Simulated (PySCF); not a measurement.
Two species compared at the same levels of theory.

First species: C5H11NO2Si.
SMILES: `O=C(O)[C@H]1C[C@H](N[SiH3])C1`

Second species: C₅H₆F₄O.
Geometry (GFN2-xTB, Å), atoms numbered from 1 in this order:
```
atom  x, y, z in Å
C1    -0.2852    0.4649   -1.4159
C2    -0.3768    0.2746    0.0968
C3     0.8442   -0.4762    0.6508
C4     2.1028    0.3132    0.4712
O5     3.1323   -0.0022   -0.0027
F6     1.9558    1.5731    0.9741
C7    -1.6373   -0.5139    0.4393
F8    -1.6425   -1.7351   -0.1130
F9    -1.7755   -0.6951    1.7627
F10   -2.7480    0.1041    0.0205
H11    0.5870    1.0644   -1.6619
H12   -1.1713    0.9733   -1.7883
H13   -0.1991   -0.4968   -1.9170
H14   -0.4734    1.2455    0.5947
H15    0.9645   -1.4396    0.1521
H16    0.7150   -0.6452    1.7251
```

Levels: PBE0/pcSseg-1 for dipole moment, HOMO energy, LUMO energy and HOMO–LUMO gap; GFN2-xTB for rotational constant A and rotational constant C. Geometries: GFN2-xTB. Each species is one conformer at its optimised geometry, gas phase, non-relativistic unless stated; the electronic structure was computed with PySCF and density fitting.

The conformers computed, where there is a choice (atom-mapped SMILES and torsion angles):
- `[O:1]=[C:2]([OH:3])[C@H:4]1[CH2:5][C@H:6]([NH:7][SiH3:8])[CH2:9]1`: O1–C2–C4–C5 110°, C5–C6–N7–Si8 91°, H–O3–C2–O1 0°
- `[CH3:1][C@H:2]([CH2:3][C:4](=[O:5])[F:6])[C:7]([F:8])([F:9])[F:10]`: C1–C2–C3–C4 65°, C2–C3–C4–O5 -129°, C1–C2–C7–F8 61°

(1) Which of the two has the higher HOMO energy, and by how much?

(2) Which has the higher rotational constant A?

(3) Which has the higher HOMO–LUMO gap?

(4) Which has the higher LUMO energy?

(5) Which has the higher dipole moment?

(6) Which has the higher rotational constant C?

## Answers

(1) The first: -6.79 eV against -9.28 eV, a difference of 2.49 eV.

(2) The first: 4.082 GHz against 2.523 GHz, a difference of 1.559 GHz.

(3) The second: 8.52 eV against 7.05 eV, a difference of 1.47 eV.

(4) The first: 0.26 eV against -0.76 eV, a difference of 1.02 eV.

(5) The first: 1.31 D against 0.94 D, a difference of 0.37 D.

(6) The second: 0.694 GHz against 0.568 GHz, a difference of 0.126 GHz.

On the first: A dipole of 1.31 D is allowed in C1, and pure rotational transitions are dipole-allowed. In atomic units the dipole is 0.51 e·bohr (1 au = 2.5417 D).

On the second: A dipole of 0.94 D is allowed in C1, and pure rotational transitions are dipole-allowed. The dipole equals about 3.1 × 10⁻³⁰ C·m (1 D = 3.33564 × 10⁻³⁰ C·m).
